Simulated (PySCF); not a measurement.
**A small calculation by hand: dipole moment from atomic charges**

B(Cl)(GeH3)(OH) (BClGeH4O), SMILES Cl[B]([GeH3])O. Atoms are numbered in the order given.

```xyz
8

B      0.4627     0.6862     0.0000
Cl    -0.7743     1.9780     0.0000
Ge    -0.1329    -1.3027     0.0000
H     -1.0000    -1.5991     1.2430
H     -1.0000    -1.5991    -1.2430
H      1.0671    -2.2726     0.0000
O      1.7636     1.0161     0.0000
H      1.9254     1.9727     0.0000
```
Charge 0, spin multiplicity 1.

The structure is a stationary point at B3LYP-D3(BJ)/def2-SVP. The structure was generated by enumeration, and PubChem lists no compound with its InChIKey, so it may never have been made. The values are those of a single conformer.

Charges (e) from B3LYP/def2-TZVP in PySCF:

```json
[
 {"atom": "B1", "Mulliken": "0.247", "ESP fit": "0.324"},
 {"atom": "Cl2", "Mulliken": "-0.166", "ESP fit": "-0.185"},
 {"atom": "Ge3", "Mulliken": "-0.018", "ESP fit": "0.136"},
 {"atom": "H4", "Mulliken": "-0.017", "ESP fit": "-0.057"},
 {"atom": "H5", "Mulliken": "-0.017", "ESP fit": "-0.057"},
 {"atom": "H6", "Mulliken": "-0.019", "ESP fit": "-0.043"},
 {"atom": "O7", "Mulliken": "-0.336", "ESP fit": "-0.522"},
 {"atom": "H8", "Mulliken": "0.327", "ESP fit": "0.403"}
]
```

The dipole moment of the full density is 1.50 D.

### Question
What dipole moment does each set of point charges give, and which comes closer to that of the density?

### Answer

μ = Σ q r, and 1 e Å = 4.8032 D.
Mulliken: Σ q r = (0.296, 0.266, 0.000) e Å, |μ| = 1.91 D.
ESP fit: Σ q r = (0.199, 0.224, 0.000) e Å, |μ| = 1.44 D.
ESP fit comes closer in size. Point charges leave out the atoms' own dipoles (lone pairs, polarised bonds); fits to the potential absorb them, partitions of the density don't.
